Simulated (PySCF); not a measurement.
BH4O4, SMILES [B-](O)(O)(O)O, charge -1.

Geometry optimised at PBE-D3(BJ)/def2-SVPD. One conformer was computed; it need not be the lowest.

The numbers are results of PBE-D3(BJ)/def2-SVPD in PySCF 2.14.0, not measurements.

Harmonic, unscaled wavenumbers; measured fundamentals usually lie a few per cent lower.

Modes within 1.5 cm⁻¹ of each other (mostly degenerate sets) share a row, with their intensities summed.

| mode | ν (cm⁻¹) | IR (km/mol) | moving atoms (share of kinetic energy) |
|---|---|---|---|
| 1 | 157 | 0.0 | H 94 % |
| 2 | 199 | 162.8 | H 72 %, O 27 % |
| 3–4 | 278 | 53.9 | H 90 %, O 9 % |
| 5 | 337 | 0.0 | O 94 % |
| 6 | 390 | 9.7 | O 60 %, H 39 % |
| 7–8 | 460 | 49.2 | O 71 %, H 20 %, B 9 % |
| 9 | 490 | 21.6 | O 89 % |
| 10 | 707 | 0.0 | O 94 % |
| 11–12 | 820 | 488.2 | H 35 %, O 33 %, B 32 % |
| 13 | 944 | 424.5 | B 63 %, O 27 %, H 10 % |
| 14 | 959 | 0.0 | H 90 %, O 10 % |
| 15 | 1009 | 14.5 | H 74 %, B 16 %, O 10 % |
| 16–17 | 1156 | 584.0 | H 45 %, B 44 %, O 11 % |
| 18 | 3763 | 0.0 | H 94 % |
| 19–20 | 3767 | 6.5 | H 94 % |
| 21 | 3771 | 0.9 | H 94 % |
